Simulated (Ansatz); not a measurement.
Geometry optimisation, Ansatz, RKS PBE0-D4/def2-SVP.

The input (input.yaml):

```yaml
crystal:
  periodic: [false, false, false]
  atoms:
    - { symbol: C, position_ang: [0.6171, -1.6726, 0.0296] }
    - { symbol: "N", position_ang: [0.6985, -0.4301, 0.4616] }
    - { symbol: Si, position_ang: [-0.2627, 0.7911, -0.3631] }
    - { symbol: F, position_ang: [-1.5621, 0.1495, -0.7503] }
    - { symbol: S, position_ang: [-0.5292, 2.3808, 0.9945] }
    - { symbol: Br, position_ang: [0.8354, 1.4768, -2.1508] }
    - { symbol: H, position_ang: [-0.055, -1.9323, -0.8198] }
    - { symbol: H, position_ang: [1.1779, -2.4238, 0.4909] }
    - { symbol: H, position_ang: [-0.8315, 1.6143, 2.0901] }
basis:
  gaussian: { orbitals: def2-SVP }
hamiltonian:
  xc: pbe0
  dispersion: d4
relax:
  f_tol: 0.02
  max_steps: 50
output:
  orbitals: {}
```

Run as:

```bash
$ ansatz run input.yaml --threads 2 --pin off --max-ram 3072MiB --backend cpu --events-out ev --progress --plain --runs-dir out
```

Problem. Where does it end, and by what steps?

Solution. The run converged. The force dipped under the threshold on the way, but the program's further checks kept it going. After 21 steps the energy has fallen by 0.588 eV; H7 moved furthest, 0.69 Å.

```csv
step,energy less start (eV),largest force component (eV/Å),accepted
0,0.0000,5.128,yes
1,-0.3604,2.693,yes
2,-0.5175,0.932,yes
3,-0.5380,0.304,yes
4,-0.5310,0.599,no
5,-0.5487,0.163,yes
6,-0.5572,0.169,yes
7,-0.5645,0.441,yes
8,-0.5757,0.217,yes
9,-0.5801,0.176,yes
10,-0.5838,0.072,yes
11,-0.5851,0.080,yes
12,-0.5845,0.146,no
13,-0.5856,0.089,yes
14,-0.5864,0.032,yes
15,-0.5866,0.118,yes
16,-0.5872,0.055,yes
17,-0.5874,0.017,yes
18,-0.5877,0.039,yes
19,-0.5878,0.061,yes
20,-0.5879,0.047,yes
21,-0.5880,0.015,yes
```

```xyz
9
Properties=species:S:1:pos:R:3
C 0.575 -1.665 0.125
N 0.889 -0.439 0.123
Si -0.140 0.836 -0.442
F -1.542 0.203 -0.965
S -0.487 2.283 1.058
Br 0.824 1.852 -2.132
H -0.397 -2.063 -0.233
H 1.292 -2.418 0.500
H -0.926 1.363 1.948
```

Run time: 62 s on 2 threads of Intel(R) Xeon(R) 6975P-C (Granite Rapids), with other jobs on the host, peak memory 0.38 GiB.
